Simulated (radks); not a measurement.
Question: Pt, 78 electrons, occupied as [Xe] 4f13 5d9 6s1 6p1 (not the ground configuration). Method: scalar-relativistic Kohn-Sham, PBE, spin-polarised, spherical densities, finite nucleus; open shells are filled with parallel spins first (spin-orbit coupling, left out, can overturn this in heavy ions); Fermi nuclear charge, rms radius 5.427 fm; computed with a radial shooting solver on a logarithmic mesh with Libxc functionals. Some entries of the table are withheld. Estimate them.

| orbital | occ. | eigenvalue (eV) | <1/r> (bohr^-1) |
|---|---|---|---|
| 1s up | 1 | -78412.99 | 93.91 |
| 1s down | 1 | -78412.97 | 93.91 |
| 2s up | 1 | -13790.78 | 22.01 |
| 2s down | 1 | -13790.67 | 22.01 |
| 2p up | 3 | -11957.71 | 19.66 |
| 2p down | 3 | -11957.62 | 19.66 |
| 3s up | 1 | -3255.065 | 8.159 |
| 3s down | 1 | -3254.284 | 8.161 |
| 3p up | 3 | -2720.967 | 7.464 |
| 3p down | 3 | -2720.170 | 7.465 |
| 3d up | 5 | -2140.555 | 7.030 |
| 3d down | 5 | -2139.917 | 7.031 |
| 4s up | 1 | -713.1452 | 3.500 |
| 4s down | 1 | -711.7860 | 3.499 |
| 4p up | 3 | -537.3731 | 3.169 |
| 4p down | 3 | -536.0649 | 3.168 |
| 4d up | 5 | -323.7345 | 2.842 |
| 4d down | 5 | -322.4445 | 2.841 |
| 5s up | 1 | -110.8078 | 1.440 |
| 5s down | 1 | -109.8709 | 1.440 |
| 4f up | 7 | -86.4138 | 2.426 |
| 4f down | 6 | -85.0857 | 2.424 |
| 5p up | 3 | -63.7774 | 1.226 |
| 5p down | 3 | -62.8411 | 1.227 |
| 5d up | 5 | -11.4121 | (1) |
| 5d down | 4 | -10.2667 | (2) |
| 6s up | 1 | -8.4746 | 0.4696 |
| 6s down | 0 | -6.9487 | 0.4673 |
| 6p up | 1 | -2.4523 | 0.3116 |

Answer: 
(1) 5d up <1/r> (bohr^-1): 0.8476
(2) 5d down <1/r> (bohr^-1): 0.8545
